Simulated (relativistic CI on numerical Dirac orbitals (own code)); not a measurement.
## Sensitivity of the levels of Yb52+ to α and to the nuclear radius

These numbers are calculated, not measured: Dirac-Coulomb-Breit CI, KLI orbitals optimised for each configuration, derivatives by finite differences, unscaled Slater integrals, QED left out (own radial code, finite nucleus).

Configuration list (outside the closed core [Ne]): 3s2 3p6, 3s2 3p5 3d, 3s 3p6 3d, 3p6 3d2, 3p5 3d3. Double excitations out of closed p, d and f shells are left out; levels of such configurations are missing from the list, as are those of other unlisted configurations, and high levels can miss mixing partners.

With x = (α/α₀)² − 1 an excitation energy changes as ω = ω₀ + qx; K = 2q/ω₀ is the relative enhancement. Terms are leading LS components, so labels can repeat. The field-shift factor is F = δν/δ⟨r²⟩ for the transition from the lowest level.

Lowest level 3s2 3p6 1S_0.

```csv
Level,ω₀ (cm⁻¹),q (cm⁻¹),K,F (GHz/fm²)
3s2 3p5 3d 3P°_0,1782759,94390,0.106,13.9
3s2 3p5 3d 3P°_1,1865110,114200,0.122,14.5
3s2 3p5 3d 3F°_3,1901827,89650,0.0943,14.2
3s2 3p5 3d 3D°_2,1932828,96060,0.0994,14.3
3s2 3p5 3d 3F°_4,2330972,579500,0.497,23.9
3s2 3p5 3d 1D°_2,2371563,587200,0.495,23.5
3s2 3p5 3d 3D°_3,2458862,584900,0.476,24.4
3s2 3p5 3d 1P°_1,2680628,623100,0.465,17.7
3s2 3p5 3d 3F°_2,3999099,2.613e+06,1.31,-247
3s2 3p5 3d 1P°_1,4296248,2.598e+06,1.21,-242
3s2 3p5 3d 3P°_2,4493462,3.11e+06,1.38,-237
3s2 3p5 3d 3F°_3,4531701,3.112e+06,1.37,-238
3s 3p6 3d 3D_1,5660202,2.917e+06,1.03,-5030
```

At this charge energies of transitions that change n are usually good to better than 1 %, and those within a shell (Δn = 0) to a few per cent.
